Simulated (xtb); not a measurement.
C2H5N, SMILES CN=C. All values are semi-empirical tight-binding results from xtb (GFN2-xTB unless named), good for trends rather than for accurate numbers. Coordinates come from a GFN2-xTB optimisation.

Optimised geometry:

Bond lengths (Å): C1–N2 1.428, C1–H4 1.091, C1–H5 1.091, C1–H6 1.099, N2–C3 1.250, C3–H7 1.097, C3–H8 1.080. Angles (°): N2–C1–H4 108.1, N2–C1–H5 108.0, N2–C1–H6 113.8, H4–C1–H5 107.5, H4–C1–H6 109.6, H5–C1–H6 109.6, C1–N2–C3 120.5, N2–C3–H7 124.5, N2–C3–H8 118.5, H7–C3–H8 117.0.
Charge 0, spin multiplicity 1.

Computed properties:
```yaml
point_group_as_xtb_finds_it: Cs
orbital_gap: 3.72 eV
dipole_moment: 1.44 D
zero_point_energy: 41.4 kcal/mol
G − E(el) at 298.15 K (modified RRHO): 25.9 kcal/mol
static polarisability (D4 model): 35.0 bohr³
solvation energy, GFN2-xTB/ALPB(water): -2.0 kcal/mol
solvation energy, GFN2-xTB/ALPB(methanol): -3.1 kcal/mol
```

Computed IR lines (harmonic; lines under 4 % of the strongest left out, lines within 3 cm⁻¹ merged):
ν (cm⁻¹): 201 (w), 451 (w), 985 (w), 1012 (m), 1206 (m), 1421 (w), 1472 (w), 1763 (m), 2855 (vs), 2884 (vs), 2990 (m), 3006 (m), 3077 (m) (against the strongest line: vs over 80 %, s over 45 %, m over 15 %, w over 4 %, vw less)

Give the atomic charges and the Wiberg bond orders between heavy atoms. (The exact figures need the calculation; the answer reports its results.)

charges (e) C1 -0.03, N2 -0.20, C3 0.03, H4 0.06, H5 0.06, H6 0.02, H7 0.01, H8 0.05. Bond orders C1–N2 1.05, N2–C3 1.98.
